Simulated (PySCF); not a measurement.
Molecule: H6BNO2Si, SMILES [SiH2](B(O)O)N, singlet. Atoms near the plane z = 1.5 Å, at the PBE0/def2-SVP optimised geometry (x, y, z in Å): Si1 (-0.3, 0.8, 0.0), B3 (0.9, -0.8, 0.0), O4 (2.3, -0.8, 0.0), O5 (0.2, -2.0, 0.0), H7 (-0.5, 1.4, 1.4), H8 (-2.7, 0.4, 0.0), H10 (2.7, -1.7, 0.0), H11 (-0.7, -1.7, 0.0).

Method: PySCF with PBE0/def2-TZVP. The values are rescaled to run from 0 to 1.

```
|...........................|
|...........................|
|...........................|
|...........................|
|...........................|
|...........................|
|...........    ............|
|..........      ...........|
|........   ...   ..........|
|.......   .=@-.   .........|
|......    .+@=.   .........|
|.....     .:-:.    ........|
|.....              ........|
|......             ........|
|.......            ........|
|.........          ........|
|..........           ......|
|..........            .....|
|..........   ..       .....|
|........... .....    ......|
|...........................|
|...........................|
|...........................|
|...........................|
|...........................|
|...........................|
|...........................|
```
Scale: ten equal steps from 0.000 (start of ' ') to 1.00 (end of '@'), in the order ' .:-=+*#%@'; x runs from -5.00 to 5.00, y from -5.00 (bottom) to 5.00 (top).

Question: Which quantity is mapped?
(A) an orbital amplitude
(B) deformation density (molecule minus spherical neutral atoms)
(C) Laplacian of the electron density
(D) log10 of the electron density

Answer: B, deformation density (molecule minus spherical neutral atoms). In full: deformation density (molecule minus spherical neutral atoms) (e/bohr³).
